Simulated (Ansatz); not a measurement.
```yaml
atoms:
  - { symbol: C, position_ang: [0.0000, -0.0478, -0.5411] }
  - { symbol: C, position_ang: [0.0000, -0.0417, 0.6651] }
  - { symbol: H, position_ang: [0.0000, 0.6323, 1.4082] }
  - { symbol: H, position_ang: [0.0000, -0.9062, -1.0727] }
  - { symbol: H, position_ang: [0.0000, 0.8110, -1.0798] }
```

Basis set: 6-31G* (spherical functions). Left uncorrelated: 2 orbitals. Charge 0, multiplicity 2.

Computed with Ansatz (development build ahead of 0.2.0); each method stands on the lowest determinant of its kind that the runs found.

Q: Give the atomization energy at this shape (free ground-state atoms in the same class of orbitals less the molecule, no zero-point energy) of doublet C2H3 by UHF-MP2, UHF.

A:

| method | atomization energy |
| --- | --- |
| UHF-MP2 | 16.77 eV |
| UHF | 13.70 eV |

Caution: the shape is not the minimum.
